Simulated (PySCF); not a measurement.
Al(Me)(OH)(SiH3) (CH7AlOSi), SMILES [OH][Al]([CH3])[SiH3]. Atoms are numbered in the order given.

```xyz
11

Al    -0.4112     0.0939    -0.3349
C     -1.7072    -1.3077    -0.7099
H     -2.4898    -0.9586    -1.4032
H     -2.2035    -1.6622     0.2105
H     -1.2279    -2.1946    -1.1603
O     -0.6709     1.5896    -1.1261
H     -0.1270     2.3784    -1.0507
Si     1.5115    -0.2003     1.1753
H      2.3570     1.0316     1.3089
H      2.4155    -1.3021     0.7043
H      1.0702    -0.5805     2.5586
```
Charge 0, spin multiplicity 1.

Geometry: r2SCAN-D4/def2-SVP. One conformer was computed; it need not be the lowest.

The numbers are results of PBE/pcSseg-1 run with PySCF, not measurements.

GIAO shieldings, no solvent; atoms alike by connectivity are averaged. δ = σ(ref) − σ: ¹³C against TMS (σ = 182.0 ppm); ¹H against TMS (σ = 31.49 ppm); ¹⁷O against H2O (σ = 334.3 ppm); ²⁹Si against TMS (σ = 335.4 ppm), references at their B3LYP-D3(BJ)/def2-TZVP geometries, non-relativistic.

```json
[
 {"nucleus": "¹³C", "atoms": "C2", "count": "1", "δ (ppm)": "-3.9"},
 {"nucleus": "¹H", "atoms": "H7", "count": "1", "δ (ppm)": "4.09"},
 {"nucleus": "¹H", "atoms": "H9, H10, H11", "count": "3", "δ (ppm)": "3.27"},
 {"nucleus": "¹H", "atoms": "H3, H4, H5", "count": "3", "δ (ppm)": "0.13"},
 {"nucleus": "¹⁷O", "atoms": "O6", "count": "1", "δ (ppm)": "126.3"},
 {"nucleus": "²⁹Si", "atoms": "Si8", "count": "1", "δ (ppm)": "-145.4"}
]
```
